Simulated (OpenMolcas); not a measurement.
Ir3+ (d6) among equal point charges was computed by CASSCF with the d shell active (OpenMolcas, ANO-RCC-VDZP on the metal). Its lowest spin-free states, and all those of the highest spin:

```
2S+1  Degeneracy  E (cm-1)
   5           2       0.0
   5           1      7026
   3           2     12815
   5           2     14378
   3           1     15186
   3           1     15262
   3           1     16654
   1           1     17326
   3           2     17345
   3           2     19602
   3           1     19797
   1           2     21125
```

Problem. Is the site octahedral, tetrahedral or cube-like, axial, or of lower symmetry?

Solution. The states with 2S+1 = 5 have orbital degeneracies 2, 1, 2. There are pairs but no triples, so the site is axial: not cubic, but with a proper or improper axis of order three or more. The run had Ir3+ among 6 point charges of -1.7 e arranged as a trigonal prism (D3h), 2.1 Å from the ion, with a polar angle of 42.7° against the regular 49.1°.

An orbital doublet at a regular site is open to a Jahn-Teller distortion, which this geometry leaves out. Without dynamic correlation the repulsion within the d shell is too large (B by tens of per cent), so at a given field states of lower spin stand too high. This shell can be high or low spin here, a state of another spin lies low, and with metal d orbitals alone active their balance is uncertain, so the ground spin may be wrong. Point charges give a weaker field than real ligands, and real ions of this kind are as a rule low spin; the high spin found here belongs to the model. This is an electrostatic model: the charges have no orbitals. No measured value stands beside these numbers.
